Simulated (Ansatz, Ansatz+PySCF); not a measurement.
```xyz
2

B     0.0000    0.0000   -0.1878
H     0.0000    0.0000    0.9393
```

Basis set: 6-31G (spherical functions). Left uncorrelated: 1 orbital. Charge 0, multiplicity 1.

Computed with Ansatz (development build ahead of 0.2.0); each method stands on the lowest determinant of its kind that the runs found. Restricted open shells among the atoms or ions are ROHF, correlated in semicanonical orbitals with singles. Restricted functionals stand beside restricted open-shell atoms, which can lie above the unrestricted atoms usual in DFT and then raise those values.

Question: Give the atomization energy at this shape (free ground-state atoms in the same class of orbitals less the molecule, no zero-point energy) of singlet BH by PBE0 (unrestricted), PBE0 (restricted), RHF-CCSD(T), RHF-MP2, UHF-MP2, RHF, UHF.

Answer:

```csv
method,atomization energy
PBE0 (unrestricted),3.24 eV
PBE0 (restricted),3.18 eV
RHF-CCSD(T),2.83 eV
RHF-MP2,2.72 eV
UHF-MP2,2.69 eV
RHF,2.36 eV
UHF,2.56 eV
```

Caution: the shape is not the minimum. Caution for PBE0 (unrestricted), UHF-MP2, UHF: the unrestricted determinant is spin contaminated. Caution for UHF-MP2: a plain start can end on a higher determinant.

This basis has no polarisation functions and is too small for such energies, which can lie far from measured ones in either direction.
